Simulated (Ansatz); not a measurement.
Consider the atomization: `N[SiH2]C(Cl)Cl` → C• + 2 Cl• + 5 H• + N• + Si•.

Computed with Ansatz on PBE0-D4/def2-TZVP structures; ΔE is electronic, products minus reactants. CCSD(T)/CBS adds triple-zeta CCSD(T) − MP2 to the extrapolated MP2 energy (def2 sets, frozen cores). This one scheme is used for every species, atoms too. DFT in def2-TZVPP. B3LYP here is the variant with VWN-RPA as its local correlation; programs differ in this. Open shells (•) are unrestricted, without spin–orbit coupling. Spin–orbit coupling would lower the free atoms: a little for C, Cl, Si. Each species was taken in one conformer, which may not be the lowest.

```csv
level,ΔE (kJ/mol),difference from CCSD(T)/CBS
PBE0-D4,3251.3,-1.8
ωB97M-V,3269.0,15.9
B2PLYP,3196.5,-56.6
PBE,3283.3,30.2
B3LYP,3195.8,-57.3
HF/def2-TZVPP,2268.5,-984.6
CCSD/def2-TZVPP,3085.2,-167.9
HF/def2-QZVPP,2275.0,-978.1
MP2/def2-QZVPP,3266.7,13.6
MP2/CBS(def2),3311.5,58.4
CCSD(T)/CBS,3253.1,0
```

Largest T1 diagnostic among the species: 0.012.

From PBE to PBE0 (25 % exact exchange), in def2-TZVPP and without D4, ΔE moves by −54.8 kJ/mol: exact exchange takes away binding that semilocal exchange gives to molecules. The D4 term adds +43.6 kJ/mol with B3LYP and +22.8 kJ/mol with PBE0; it sums over pairs of atoms, weighted by their polarisabilities, and B3LYP, whose exchange is more repulsive, gets the larger term. In def2-TZVPP, CCSD(T) changes the Hartree–Fock value by +874.2 kJ/mol (the triples alone add +57.5 kJ/mol) and MP2 by +932.6 kJ/mol; breaking electron pairs costs correlation energy, which Hartree–Fock lacks.

For atomizations the MP2-based limit and the directly extrapolated one differ by several kJ/mol either way, and by 10 to 25 for some Ge, Se and Sn compounds, so smaller differences from it don't rank the levels.
